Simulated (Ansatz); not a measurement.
Compare A (`C=C(C)B(C)F`) with its isomer B (`BC/C=C(/C)F`).

Isolated molecules relaxed with PBE0-D4/def2-TZVP in Ansatz; ΔE leaves out vibrations. CCSD(T)/CBS is the MP2 limit (def2-TZVPP, def2-QZVPP) plus CCSD(T) − MP2 in def2-TZVPP, frozen cores. DFT in def2-TZVPP. B3LYP here is the variant with VWN-RPA as its local correlation; programs differ in this. One conformer a species, not always the lowest.

A:

Z-matrix (Å, degrees):
```
C
C 1 1.500
H 1 1.094 2 111.2
H 1 1.094 2 111.2 3 118.3
H 1 1.092 2 111.8 3 -120.9
B 2 1.562 1 119.8 3 -59.0
C 2 1.336 1 121.5 3 120.9
C 6 1.562 2 124.2 1 0.5
F 6 1.337 2 117.5 1 -179.7
H 7 1.088 2 122.1 1 0.0
H 7 1.085 2 121.1 1 -180.0
H 8 1.096 6 110.2 2 59.4
H 8 1.096 6 110.6 2 -56.6
H 8 1.091 6 113.2 2 -178.8
```

B:

Z-matrix (Å, degrees):
```
B
C 1 1.959
C 1 1.563 2 48.7
H 1 1.197 2 105.2 3 117.3
H 1 1.195 2 113.3 3 -109.5
C 2 1.342 1 102.9 3 123.8
H 2 1.082 1 109.4 3 -112.3
H 3 1.086 1 118.4 2 108.9
H 3 1.086 1 117.0 2 -111.0
C 6 1.478 2 127.8 1 120.5
F 6 1.336 2 119.7 1 -62.7
H 10 1.093 6 110.0 2 -123.8
H 10 1.089 6 110.8 2 -3.0
H 10 1.094 6 110.1 2 118.0
```

Question: Which is lower in electronic energy at CCSD(T)/CBS, and by how much? (Estimate.)

Answer: Computed: A, by 63.4 kcal/mol.

Question: Give E(B) − E(A) in kcal/mol with B3LYP, CCSD/def2-TZVPP, ωB97M-V, PBE0-D4, MP2/def2-TZVPP, CCSD(T)/def2-TZVPP, r2SCAN-D4. (Estimate.)

Answer: Computed: B3LYP 62.7, CCSD/def2-TZVPP 64.2, ωB97M-V 61.4, PBE0-D4 59.2, MP2/def2-TZVPP 62.4, CCSD(T)/def2-TZVPP 63.0, r2SCAN-D4 59.7. None reverses the order clearly.

Largest T1 diagnostic: 0.011.

In def2-TZVPP, CCSD(T) changes the Hartree–Fock value by −5.2 kcal/mol (the triples alone add −1.2 kcal/mol) and MP2 by −5.8 kcal/mol. From PBE to PBE0 (25 % exact exchange), in def2-TZVPP and without D4, E(B) − E(A) moves by +1.8 kcal/mol.
